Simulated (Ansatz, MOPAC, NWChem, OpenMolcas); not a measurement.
BrCl (SMILES ClBr): methods side by side

The species is BrCl (2 atoms), meant as a singlet with charge 0. As SMILES, `ClBr`. Geometry: the measured bond length.

```tsv
atom	x (Å)	y (Å)	z (Å)
Cl	0.0000	0.0000	0.0000
Br	0.0000	0.0000	2.1361
```

Each level gives the HOMO–LUMO gap (eV). The values are calculated.

```tsv
level	kind	program	value (eV)	CPU time
RM1	semi-empirical	MOPAC	8.03	under 2 s
HF/def2-TZVPPD	Hartree–Fock	Ansatz	11.71	2.5 s
SVWN5/def2-TZVPPD	LDA	Ansatz	2.56	3 s
BLYP/def2-TZVPPD	GGA	OpenMolcas	2.61	17 s
revPBE/def2-TZVPPD	GGA	NWChem	2.69	36 s
TPSS/def2-TZVPPD	meta-GGA	OpenMolcas	2.87	23 s
BHLYP/def2-TZVPPD	global hybrid	NWChem	7.23	33 s
CAM-B3LYP/def2-TZVPPD	range-separated hybrid	Ansatz	7.46	6.7 s
PBE-QIDH/def2-TZVPPD	double hybrid	Ansatz	9.08	8.1 s
```

All-electron rows without a relativistic Hamiltonian named are non-relativistic. The values span 2.56 to 11.71 eV. Orbital gaps aren't excitation energies, and those of double hybrids come from the SCF part alone; they tend to grow with the share of exact exchange. Times are those of the runs behind each value, whatever else they computed, on shared processors of several kinds: orders of magnitude only.
